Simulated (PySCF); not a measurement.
Cl₂FH₃Si₂. Atoms are numbered in the order given.

```xyz
8

F     -0.3007     1.8788     0.0000
Si    -0.0825     0.2749     0.0000
Si     2.1807    -0.2710     0.0000
Cl    -1.0177    -0.4643     1.6767
Cl    -1.0177    -0.4643    -1.6767
H      2.8223     0.2899    -1.2243
H      2.8223     0.2899     1.2243
H      2.2876    -1.7587     0.0000
```
Charge 0, spin multiplicity 1.

Geometry: r2SCAN-D4/def2-SVP. The structure was generated by enumeration, and PubChem lists no compound with its InChIKey, so it may never have been made.

Calculation: SMD-M06-2X/def2-SVP (PySCF).

Solvation free energies are E(SMD) − E(gas) at the gas-phase geometry, for 1 M in both phases. In vacuum the dipole moment is 1.94 D.

| solvent | ΔG(solv) (kcal/mol) | its non-electrostatic (CDS) part | dipole (D) |
|---|---|---|---|
| water | 1.2 | 3.2 | 2.44 |
| methanol | ___ | ___ | ___ |
| tetrahydrofuran | -2.9 | -1.3 | 2.35 |

Question: Fill in the missing entries. (The exact figures need the calculation; the answer reports its results.)

Answer: 
- methanol, ΔG(solv) (kcal/mol): -3.5
- methanol, its non-electrostatic (CDS) part: -1.5
- methanol, dipole (D): 2.43
